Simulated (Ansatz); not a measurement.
`C[SiH]([AlH2])O[SiH3]` + `C=C` → `C=C[SiH](C)O[SiH3]` + `[AlH3]`  (formal exchange of groups at the Si–Al bond)

Calculated with Ansatz (gas phase, PBE0-D4/def2-TZVP geometries, no zero-point term in ΔE). CBS: MP2 limit from def2 TZ/QZ plus the TZ coupled-cluster correction, frozen cores. This one scheme is used for every species. Functionals use def2-TZVPP. B3LYP here is the variant with VWN-RPA as its local correlation; programs differ in this. Each species was taken in one conformer, which may not be the lowest.

| level | ΔE (kJ/mol) | difference from CCSD(T)/CBS |
| --- | --- | --- |
| PBE-D4 | -8.9 | 12.9 |
| r2SCAN-D4 | -20.2 | 1.6 |
| PBE0-D4 | -13.1 | 8.7 |
| B3LYP-D4 | -21.3 | 0.5 |
| ωB97X-V | -21.6 | 0.2 |
| ωB97M-V | -28.3 | -6.5 |
| B2PLYP | -20.9 | 0.9 |
| r2SCAN | -18.8 | 3.0 |
| PBE0 | -9.5 | 12.3 |
| B3LYP | -14.8 | 7.0 |
| HF/def2-TZVPP | -24.8 | -3.0 |
| CCSD/def2-TZVPP | -21.4 | 0.4 |
| HF/def2-QZVPP | -25.5 | -3.7 |
| MP2/def2-QZVPP | -30.2 | -8.4 |
| SCS-MP2/def2-QZVPP | -28.3 | -6.5 |
| HF/CBS(def2) | -25.6 | -3.8 |
| CCSD(T)/CBS | -21.8 | 0 |

Largest T1 diagnostic among the species: 0.011.

The D4 term adds −6.5 kJ/mol with B3LYP and −3.6 kJ/mol with PBE0; it sums over pairs of atoms, weighted by their polarisabilities, and B3LYP, whose exchange is more repulsive, gets the larger term. From PBE to PBE0 (25 % exact exchange), in def2-TZVPP and without D4, ΔE moves by −4.9 kJ/mol.
